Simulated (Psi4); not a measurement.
C$_{4}$H$_{9}$NaO (SMILES CC(C)(C)[O][Na]), singlet, at a GFN2-xTB geometry (such geometries of metal compounds can be far from the true shape); R2SCAN/STO-3G in Psi4 1.11.

Here is a job for Psi4.
```
memory 2 GB

molecule mol {
0 1
Na    1.414170    1.644525    0.991220
O     0.006385    0.484381    0.826454
C    -0.342108   -0.363581   -0.180341
C     0.752610   -1.423459   -0.426438
C    -1.651286   -1.099211    0.190440
C    -0.576677    0.398836   -1.501876
H     0.464123   -2.116155   -1.212720
H     0.924299   -1.978177    0.492495
H     1.683673   -0.923666   -0.712627
H    -1.498791   -1.651429    1.112999
H    -1.953790   -1.783880   -0.597437
H    -2.435417   -0.366281    0.355935
H     0.346679    0.909268   -1.794818
H    -1.353274    1.144325   -1.350063
H    -0.879683   -0.274339   -2.299518
}

set {
  basis sto-3g
  reference rks
}

energy('r2scan')
print_variables()
```

Output, abridged:

```
   => Loading Basis Set <=

    Name: STO-3G
    Role: ORBITAL
    Keyword: BASIS

         ---------------------------------------------------------
                                   SCF
               by Justin Turney, Rob Parrish, Andy Simmonett
                          and Daniel G. A. Smith
                              RKS Reference
         ---------------------------------------------------------

  ==> Geometry <==

    Molecular point group: c1
    Full point group: C1

    Geometry (in Angstrom), charge = 0, multiplicity = 1:

       Center              X                  Y                   Z               Mass
    ------------   -----------------  -----------------  -----------------  -----------------
         NA           1.351028519151     1.554883977270     0.919015084359    22.989769282000
         O           -0.056756480849     0.394739977270     0.754249084359    15.994914619570
         C           -0.405249480849    -0.453222022730    -0.252545915641    12.000000000000
         C            0.689468519151    -1.513100022730    -0.498642915641    12.000000000000
         C           -1.714427480849    -1.188852022730     0.118235084359    12.000000000000
         C           -0.639818480849     0.309194977270    -1.574080915641    12.000000000000
         H            0.400981519151    -2.205796022730    -1.284924915641     1.007825032230
         H            0.861157519151    -2.067818022730     0.420290084359     1.007825032230
         H            1.620531519151    -1.013307022730    -0.784831915641     1.007825032230
         H           -1.561932480849    -1.741070022730     1.040794084359     1.007825032230
         H           -2.016931480849    -1.873521022730    -0.669641915641     1.007825032230
         H           -2.498558480849    -0.455922022730     0.283730084359     1.007825032230
         H            0.283537519151     0.819626977270    -1.867022915641     1.007825032230
         H           -1.416415480849     1.054683977270    -1.422267915641     1.007825032230
         H           -0.942824480849    -0.363980022730    -2.371722915641     1.007825032230

  Running in c1 symmetry.

  Rotational constants: A =      0.15502  B =      0.06555  C =      0.06540 [cm^-1]
  Rotational constants: A =   4647.47183  B =   1965.01948  C =   1960.52624 [MHz]
  Nuclear repulsion =  269.069933092859117

  Charge       = 0
  Multiplicity = 1
  Electrons    = 52
  Nalpha       = 26
  Nbeta        = 26

  ==> Algorithm <==

  SCF Algorithm Type is DF.
  DIIS enabled.
  MOM disabled.
  Fractional occupation disabled.
  Guess Type is SAD.
  Energy threshold   = 1.00e-06
  Density threshold  = 1.00e-06
  Integral threshold = 1.00e-12

  ==> Primary Basis <==

  Basis Set: STO-3G
    Blend: STO-3G
    Number of shells: 29
    Number of basis functions: 43
    Number of Cartesian functions: 43
    Spherical Harmonics?: true
    Max angular momentum: 1

  ==> DFT Potential <==

   => LibXC <=

    Version 7.1.2
    S. Lehtola, C. Steigemann, M. J. T. Oliveira, and M. A. L. Marques,  SoftwareX 7, 1–5 (2018) (10.1016/j.softx.2017.11.002)

   => Composite Functional: R2SCAN <=

    r2SCAN Meta-GGA XC Functional  (0.1021/acs.jpclett.0c02405)
    J. W. Furness, A. D. Kaplan, J. Ning, J. P. Perdew, J. Sun  J. Phys. Chem. Lett.  11, 8208–8215, 2020

    Deriv               =              1
    GGA                 =           TRUE
    Meta                =           TRUE

    Exchange Hybrid     =          FALSE
    MP2 Hybrid          =          FALSE

   => Exchange Functionals <=

    1.0000   XC_MGGA_X_R2SCAN

   => Correlation Functionals <=

    1.0000   XC_MGGA_C_R2SCAN

   => LibXC Density Thresholds  <==

    XC_MGGA_C_R2SCAN:  1.00E-15
    XC_MGGA_X_R2SCAN:  1.00E-11

   => Molecular Quadrature <=

    Radial Scheme          =       TREUTLER
    Pruning Scheme         =           NONE
    Nuclear Scheme         =       TREUTLER

    Blocking Scheme        =         OCTREE
    BS radius alpha        =              1
    Pruning alpha          =              1
    Radial Points          =             75
    Spherical Points       =            302
    Total Points           =         312002
    Total Blocks           =           2350
    Max Points             =            256
    Max Functions          =             41
    Weights Tolerance      =       1.00E-15

   => Loading Basis Set <=

    Name: (STO-3G AUX)
    Role: JKFIT
    Keyword: DF_BASIS_SCF

  ==> Integral Setup <==

  SCF_SUBTYPE=INCORE selected. In-core MEM_DF algorithm will be used.
  Using in-core AOs.

  ==> MemDFJK: Density-Fitted J/K Matrices <==

    J tasked:                   Yes
    K tasked:                    No
    wK tasked:                   No
    Algorithm:                 Core
    Schwarz Cutoff:           1E-12
    Mask sparsity (%):       2.4878
    Fitting Condition:        1E-10

   => Auxiliary Basis Set <=

  Basis Set: (STO-3G AUX)
    Blend: DEF2-UNIVERSAL-JKFIT
    Number of shells: 213
    Number of basis functions: 651
    Number of Cartesian functions: 766
    Spherical Harmonics?: true
    Max angular momentum: 4

  Minimum eigenvalue in the overlap matrix is 2.0427639907E-01.
  Reciprocal condition number of the overlap matrix is 7.9231577262E-02.
    Using symmetric orthogonalization.

  ==> Pre-Iterations <==

  SCF Guess: Superposition of Atomic Densities via on-the-fly atomic UHF (no occupation information).

   -------------------------
    Irrep   Nso     Nmo
   -------------------------
     A         43      43
   -------------------------
    Total      43      43
   -------------------------

  ==> Iterations <==

                           Total Energy        Delta E     RMS |[F,P]|

   @DF-RKS iter SAD:  -387.13286116306637   -3.87133e+02   0.00000e+00
   @DF-RKS iter   1:  -390.13453723453620   -3.00168e+00   9.63487e-03 ADIIS/DIIS
   @DF-RKS iter   2:  -389.17763761843923    9.56900e-01   3.02861e-02 ADIIS/DIIS
   @DF-RKS iter   3:  -390.23648174698201   -1.05884e+00   2.77728e-03 ADIIS/DIIS
   @DF-RKS iter   4:  -390.24272488751637   -6.24314e-03   9.95801e-04 ADIIS/DIIS
   @DF-RKS iter   5:  -390.24393486682459   -1.20998e-03   1.31085e-04 ADIIS/DIIS
   @DF-RKS iter   6:  -390.24395409878275   -1.92320e-05   2.33461e-05 DIIS
   @DF-RKS iter   7:  -390.24395461992378   -5.21141e-07   3.15961e-06 DIIS
   @DF-RKS iter   8:  -390.24395463249107   -1.25673e-08   1.00923e-06 DIIS
   @DF-RKS iter   9:  -390.24395463366164   -1.17058e-09   1.98179e-07 DIIS
  Energy and wave function converged.

  ==> Post-Iterations <==

   Electrons on quadrature grid:
      Ntotal   =   51.9998674902 ; deviation = -1.325e-04

    Orbital Energies [Eh]
    ---------------------

    Doubly Occupied:

       1A    -37.995402     2A    -18.382172     3A     -9.818370
       4A     -9.783584     5A     -9.783147     6A     -9.775249
       7A     -2.145339     8A     -1.014089     9A     -1.013575
      10A     -1.008078    11A     -0.739141    12A     -0.603716
      13A     -0.564958    14A     -0.558270    15A     -0.383689
      16A     -0.317072    17A     -0.311197    18A     -0.305569
      19A     -0.274363    20A     -0.267399    21A     -0.247079
      22A     -0.197081    23A     -0.196507    24A     -0.127734
      25A      0.065413    26A      0.077787

    Virtual:

      27A      0.257035    28A      0.409994    29A      0.420208
      30A      0.429048    31A      0.461213    32A      0.488074
      33A      0.505087    34A      0.514369    35A      0.527691
      36A      0.531765    37A      0.532957    38A      0.538988
      39A      0.541625    40A      0.573755    41A      0.578692
      42A      0.635841    43A      0.790893

    Final Occupation by Irrep:
              A
    DOCC [    26 ]
    NA   [    26 ]
    NB   [    26 ]

  @DF-RKS Final Energy:  -390.24395463366164

   => Energetics <=

    Nuclear Repulsion Energy =            269.0699330928591166
    One-Electron Energy =               -1075.9465379352968739
    Two-Electron Energy =                 464.8433387022625993
    DFT Exchange-Correlation Energy =     -48.2106884934865221
    Empirical Dispersion Energy =           0.0000000000000000
    VV10 Nonlocal Energy =                  0.0000000000000000
    Total Energy =                       -390.2439546336616445

Computation Completed

Properties will be evaluated at   0.000000,   0.000000,   0.000000 [a0]

Properties computed using the SCF density matrix

 Multipole Moments:

 ------------------------------------------------------------------------------------
     Multipole            Electronic (a.u.)      Nuclear  (a.u.)        Total (a.u.)
 ------------------------------------------------------------------------------------

 L = 1.  Multiply by 2.5417464519 to convert [e a0] to [Debye]
 Dipole X            :          8.2319165           -6.2046398            2.0272767
 Dipole Y            :         10.7269174           -8.8086450            1.9182724
 Dipole Z            :          7.7564271           -7.0952557            0.6611714
 Magnitude           :                                                    2.8682342

 ------------------------------------------------------------------------------------

  Variable Map:
  ----------------------------------------------------------------------------
  "CURRENT ENERGY"              =>    -390.243954633662
  "CURRENT REFERENCE ENERGY"    =>    -390.243954633662
  "DD SOLVATION ENERGY"         =>       0.000000000000
  "DFT FUNCTIONAL TOTAL ENERGY" =>    -390.243954633662
  "DFT TOTAL ENERGY"            =>    -390.243954633662
  "DFT VV10 ENERGY"             =>       0.000000000000
  "DFT XC ENERGY"               =>     -48.210688493487
  "GRID ELECTRONS ALPHA"        =>      25.999933745125
  "GRID ELECTRONS BETA"         =>      25.999933745125
  "GRID ELECTRONS TOTAL"        =>      51.999867490249
  "NUCLEAR REPULSION ENERGY"    =>     269.069933092859
  "ONE-ELECTRON ENERGY"         =>   -1075.946537935297
  "PCM POLARIZATION ENERGY"     =>       0.000000000000
  "PE ENERGY"                   =>       0.000000000000
  "SCF ITERATION ENERGY"        =>    -390.243954633662
  "SCF ITERATIONS"              =>       9.000000000000
  "SCF TOTAL ENERGY"            =>    -390.243954633662
  "TWO-ELECTRON ENERGY"         =>     464.843338702263
  "XC GRID RADIAL POINTS"       =>      75.000000000000
  "XC GRID SPHERICAL POINTS"    =>     302.000000000000
  "XC GRID TOTAL POINTS"        =>  312002.000000000000

  Array Variable Map:
  ----------------------------------------------------------------------------
  "CURRENT DIPOLE"              =>       2.027276704916 ... 0.661171373886 1 by 3
  "SCF DIPOLE"                  =>       2.027276704916 ... 0.661171373886 1 by 3
  "SCF TOTAL ENERGIES"          =>    -387.132861163066 ... -390.243954633662 1 by 10
```
